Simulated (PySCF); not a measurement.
H6NSbSi.
Geometry (PBE0-D3(BJ)/def2-SVP, Å), atoms numbered from 1 in this order:
```
atom  x, y, z in Å
N1    -1.1190    0.3784   -0.7293
Si2   -0.3589   -0.5093    0.5482
Sb3    2.1777   -0.0432    0.5991
H4    -2.0914    0.2003   -0.9579
H5    -0.8909    1.3587   -0.8509
H6    -0.8435   -0.2269    1.9447
H7    -0.5961   -1.9651    0.3029
H8     2.2282    0.0365   -1.1138
H9     1.8637    1.6435    0.7059
```

Method used: PySCF 2.14.0, PBE0-D3(BJ)/def2-SVP geometry optimisation, gas phase, def2 core potentials past Kr.

Masses are those of the commonest isotopes; rigid-rotor values at the optimised geometry. The values belong to one conformer with, in the numbering `[NH2:1][SiH2:2][SbH2:3]`, H–N1–Si2–Sb3 172° and -46°, N1–Si2–Sb3–H -36° and 55°.

Problem. Give the principal moments of inertia and the rotational constants in GHz.

Solution. Ia = 36.24, Ib = 294.15, Ic = 317.74 u·Å²; 505379 MHz·u·Å²/I gives 13947, 1718 and 1591 MHz, that is A = 13.947, B = 1.7181, C = 1.5905 GHz.

Problem. Classify the top.

Solution. A near-prolate asymmetric top. Ray's parameter κ = (2B − A − C)/(A − C) = -0.979; −1 is the prolate and +1 the oblate limit.

Problem. What does the inertial defect say?

Solution. Not planar: Δ = Ic − Ia − Ib = -12.65 u·Å². For a rigid frame Δ = −2 Σ m c², so Σ m c² = 6.32 u·Å² lies off the ab plane: 6.29 from hydrogen and 0.03 from heavier atoms. The atom farthest from that plane is 1.37 Å away.

Problem. List the rotational levels J(Ka,Kc) to J = 4 (MHz).

Solution. Above 0(0,0):
J = 1: 1(0,1) 3309, 1(1,1) 15538, 1(1,0) 15665
J = 2: 2(0,2) 9925, 2(1,2) 22027, 2(1,1) 22410, 2(2,1) 59097, 2(2,0) 59098
J = 3: 3(0,3) 19847, 3(1,3) 31761, 3(1,2) 32527, 3(2,2) 69023, 3(2,1) 69028, 3(3,1) 130488, 3(3,0) 130488
J = 4: 4(0,4) 33072, 4(1,4) 44739, 4(1,3) 46014, 4(2,3) 82257, 4(2,2) 82272, 4(3,2) 143724, 4(3,1) 143724, 4(4,1) 229772, 4(4,0) 229772
The levels of one J sum to (2J + 1)J(J + 1)(A + B + C)/3.

Problem. Predict some low-J microwave lines.

Solution. The dipole components are |μa| = 1.28 D, |μb| = 0.63 D, |μc| = 0.52 D. Intensities carry the squares of the components, which stand as 1.00 : 0.24 : 0.17 (a : b : c). Some lines, for components of 0.1 D or more:

```json
{"type": "a", "branch": "R", "J(Ka,Kc)": "2(0,2) ← 1(0,1)", "MHz": "6616", "lower level (cm⁻¹)": "0.110"}
{"type": "a", "branch": "R", "J(Ka,Kc)": "3(2,1) ← 2(2,0)", "MHz": "9930", "lower level (cm⁻¹)": "1.971"}
{"type": "a", "branch": "R", "J(Ka,Kc)": "4(0,4) ← 3(0,3)", "MHz": "13225", "lower level (cm⁻¹)": "0.662"}
{"type": "a", "branch": "R", "J(Ka,Kc)": "4(3,2) ← 3(3,1)", "MHz": "13237", "lower level (cm⁻¹)": "4.353"}
{"type": "a", "branch": "R", "J(Ka,Kc)": "4(3,1) ← 3(3,0)", "MHz": "13237", "lower level (cm⁻¹)": "4.353"}
{"type": "b", "branch": "Q", "J(Ka,Kc)": "5(1,4) ← 5(0,5)", "MHz": "13277", "lower level (cm⁻¹)": "1.654"}
{"type": "b", "branch": "R", "J(Ka,Kc)": "1(1,1) ← 0(0,0)", "MHz": "15538", "lower level (cm⁻¹)": "0.000"}
{"type": "a", "branch": "R", "J(Ka,Kc)": "5(2,4) ← 4(2,3)", "MHz": "16541", "lower level (cm⁻¹)": "2.744"}
{"type": "a", "branch": "R", "J(Ka,Kc)": "5(4,2) ← 4(4,1)", "MHz": "16545", "lower level (cm⁻¹)": "7.664"}
{"type": "c", "branch": "Q", "J(Ka,Kc)": "5(2,4) ← 5(1,4)", "MHz": "35926", "lower level (cm⁻¹)": "2.097"}
{"type": "b", "branch": "Q", "J(Ka,Kc)": "5(2,4) ← 5(1,5)", "MHz": "37839", "lower level (cm⁻¹)": "2.033"}
{"type": "b", "branch": "R", "J(Ka,Kc)": "2(2,1) ← 1(1,0)", "MHz": "43432", "lower level (cm⁻¹)": "0.523"}
{"type": "b", "branch": "R", "J(Ka,Kc)": "3(2,2) ← 2(1,1)", "MHz": "46613", "lower level (cm⁻¹)": "0.748"}
{"type": "c", "branch": "R", "J(Ka,Kc)": "4(2,2) ← 3(1,2)", "MHz": "49745", "lower level (cm⁻¹)": "1.085"}
{"type": "c", "branch": "Q", "J(Ka,Kc)": "4(3,2) ← 4(2,2)", "MHz": "61453", "lower level (cm⁻¹)": "2.744"}
{"type": "c", "branch": "R", "J(Ka,Kc)": "3(3,0) ← 2(2,0)", "MHz": "71390", "lower level (cm⁻¹)": "1.971"}
{"type": "b", "branch": "R", "J(Ka,Kc)": "4(3,2) ← 3(2,1)", "MHz": "74696", "lower level (cm⁻¹)": "2.303"}
{"type": "b", "branch": "R", "J(Ka,Kc)": "5(4,1) ← 4(3,2)", "MHz": "102593", "lower level (cm⁻¹)": "4.794"}
{"type": "c", "branch": "Q", "J(Ka,Kc)": "5(5,1) ← 5(4,1)", "MHz": "110633", "lower level (cm⁻¹)": "8.216"}
```

Whether it is a minimum is left open (no frequencies). Zero-point vibration and centrifugal distortion are left out. A rigid rotor knows nothing of inversion at nitrogen, which can split or shift real lines. Quadrupole hyperfine structure (14N) is left out.
